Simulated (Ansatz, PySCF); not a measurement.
GaCl3, SMILES [Cl][Ga]([Cl])[Cl].

Geometry: B3LYP-D3(BJ)/def2-SVP. The isomer is the one that the SMILES or the coordinates give; other isomers of the formula were not compared.

Vertical ionisation energy (IE) and electron affinity (EA) in eV. Rows of orbital energies are one-electron estimates. Where ΔSCF, EOM or ADC give a negative EA the extra electron is unbound and the value depends on the basis.

```json
[
 {"level": "−ε(HOMO), −ε(LUMO), r2SCAN/def2-TZVPD (PySCF)", "IE": "8.43", "EA": "2.93"},
 {"level": "−ε(HOMO), −ε(LUMO), PBE/def2-TZVPD (PySCF)", "IE": "8.08", "EA": "3.22"},
 {"level": "ΔSCF, PBE0/def2-SVPD (Ansatz), final states of multiplicity 2 and 2", "IE": "11.61", "EA": "0.75"},
 {"level": "ΔSCF, PBE/def2-SVPD (Ansatz), final states of multiplicity 2 and 2", "IE": "11.00", "EA": "0.88"}
]
```

Problem. What vertical singlet–triplet gap does ΔSCF give with PBE0/def2-SVPD (Ansatz, a first-principles code) and with PBE/def2-SVPD (Ansatz)? (Estimate from the structure and the level; the computed values follow.)

Solution. 5.51 and 4.83 eV (triplet above singlet where positive).
